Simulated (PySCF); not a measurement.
NMR data sheet: C9H14Si

```
Formula                               : C9H14Si
SMILES                                : C[Si](C)(C)c1ccccc1
InChI                                 : InChI=1S/C9H14Si/c1-10(2,3)9-7-5-4-6-8-9/h4-8H,1-3H3
Point group of the computed structure : Cs
Degrees of unsaturation               : 4
Carbon signals                        : 5
Proton signals                        : 4
```

Structure with atom numbers: `[CH3:1][Si:2]([CH3:3])([CH3:4])[c:5]1[cH:6][cH:7][cH:8][cH:9][cH:10]1`. Each H is labelled by its parent atom.

[PySCF: GFN2-xTB structure; shieldings: GIAO PBE0/pcSseg-1; single conformer; no relativistic terms; in vacuum; rapidly exchanging positions averaged]

Referencing at the same level of theory: ¹H (σref 31.72) and ¹³C (σref 186.93) and ²⁹Si (σref 349.16) against TMS.

| carbon | δC, type | δH (multiplicity) | HMBC from (2–3 bonds) | span of the C tensor (ppm) |
| --- | --- | --- | --- | --- |
| C1/C3/C4 | -0.6, CH3 | 0.25 (s) | H(C1)/H(C3)/H(C4) | 9 |
| C5 | 145.3, C | – | H(C6)/H(C10), H(C7)/H(C9), H(C1)/H(C3)/H(C4) | 241 |
| C6/C10 | 138.9, CH | 7.69 (m) | H(C6)/H(C10), H(C7)/H(C9), H(C8) | 245 |
| C7/C9 | 132.9, CH | 7.63 (m) | H(C6)/H(C10), H(C7)/H(C9), H(C8) | 236 |
| C8 | 134.5, CH | 7.63 (m) | H(C6)/H(C10), H(C7)/H(C9) | 237 |

Other nuclei:
```csv
atoms,nucleus,environment,δ (ppm),σ (ppm)
Si2,²⁹Si,silicon bonded to 4 C,-4.5,353.6
```

- Carbon types of the structure: 1 × C, 5 × CH, 3 × CH3, which accounts for all hydrogens.
- δC 145.3: substituted aromatic carbon.
- δC 138.9, 134.5, 132.9: aromatic CH; the aromatic region.
- δC -0.6: methyl carbon bonded to Si; an electropositive neighbour leaves it electron-rich and shielded.
- δH 7.69, 7.63, 7.63: hydrogen on an aromatic CH; ring-current deshielding.
- δH 0.25: hydrogen on a methyl carbon bonded to Si; an electropositive neighbour shields it, as in TMS itself.

Shifts are as computed. Against solution values, carbons near 30 ppm lie about +3 ppm off and those near 130 ppm about +5 ppm. Of 1211 compounds with measured shifts, 218 miss one by over three times the rms of a fit or turn the order of signals round; such compounds aren't used in these exercises. No couplings were computed; multiplicities are counted from neighbouring protons, with m where these are inequivalent, close in shift, in a saturated or five-membered ring or joined by F or P, and br s for small geminal =CH2 splittings.
